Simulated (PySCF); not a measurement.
A GIAO shielding run with PySCF 2.14.0 with density-fitted response routines (density fitting, non-relativistic, gas phase) on SMILES COC[SiH2]C/C([SiH3])=C\F, C$_{5}$H$_{13}$FOSi$_{2}$:

```
$ OMP_NUM_THREADS=1 python probes_run.py task.json out

{"job": {"kind": "nmr", "xc": "PBE0", "basis": "pcSseg-1"}, "charge": 0, "multiplicity": 1}
C      3.732129     0.763476    -0.111759
O      2.370183     0.530487     0.123775
C      2.078095    -0.819191     0.427175
Si     0.206374    -0.879685     0.791012
C     -0.706278    -0.079617    -0.680876
C     -2.182310    -0.043717    -0.453107
Si    -2.952514     1.523534     0.248880
C     -2.939540    -1.095889    -0.723881
F     -2.429627    -2.245767    -1.230198
H      4.333152     0.530111     0.776878
H      3.837768     1.819338    -0.354846
H      4.100026     0.155729    -0.948983
H      2.371805    -1.466874    -0.410868
H      2.662596    -1.147281     1.297505
H     -0.063042    -0.123977     2.020234
H     -0.191983    -2.281393     0.965712
H     -0.484846    -0.659523    -1.580115
H     -0.322018     0.928943    -0.834252
H     -2.283910     1.862290     1.506074
H     -4.382128     1.306191     0.472650
H     -2.757161     2.611040    -0.714401
H     -4.007182    -1.168841    -0.587459
```

Hardware: 1 thread of an Arm Neoverse V1, shared host. The job also computes population analyses, field gradients.

**Question.** How large is the calculation?

**Answer.** 88 electrons, 232 basis functions and 1249 auxiliary functions.

**Question.** How long does it take, and how much memory does it need?

**Answer.** 70 s of wall time, with 14 SCF cycles and 4 response iterations; peak memory 1.1 GiB. Times on a shared host scatter by some tens of per cent.
